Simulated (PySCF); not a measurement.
**Dipole response of Tc⁺ (technetium, charge +1)**

[Kr] 4d4 5s2, high-spin 5D determinant (an excited configuration). Calculation: PySCF 2.14, in x2c-TZVPPall with one added diffuse shell each of s, p, d, f type (9s7p7d3f1g, 95 functions); the spin-free X2C one-electron Hamiltonian (Gaussian nucleus). Coupled (time-dependent) response in atomic units; α is the mean over directions.

```
method  mean α (bohr³)         α xx, yy, zz  C₆ (like pair)  S(−4)
revPBE           45.10  45.71, 45.71, 43.88           398.8  962.8
```

S(−4) is the Cauchy moment in α(ω) = α(0) + S(−4) ω² + …

Spin-orbit coupling is absent.

α(iu) at revPBE:

```json
{"u (hartree)": "0", "α(iu) (bohr³)": "45.10"}
{"u (hartree)": "0.0500", "α(iu) (bohr³)": "42.86"}
{"u (hartree)": "0.100", "α(iu) (bohr³)": "37.62"}
{"u (hartree)": "0.200", "α(iu) (bohr³)": "26.46"}
{"u (hartree)": "0.300", "α(iu) (bohr³)": "18.77"}
{"u (hartree)": "0.500", "α(iu) (bohr³)": "11.02"}
{"u (hartree)": "0.750", "α(iu) (bohr³)": "6.980"}
{"u (hartree)": "1.00", "α(iu) (bohr³)": "5.000"}
{"u (hartree)": "1.50", "α(iu) (bohr³)": "3.040"}
{"u (hartree)": "2.00", "α(iu) (bohr³)": "2.065"}
{"u (hartree)": "3.00", "α(iu) (bohr³)": "1.127"}
{"u (hartree)": "5.00", "α(iu) (bohr³)": "0.4824"}
```

For an ion, C₆ is the dispersion term alone; charge-induced terms of lower order in 1/R come first.

The components differ because the open shell of this determinant is not spherical; for a pure term their mean is the scalar polarisability.
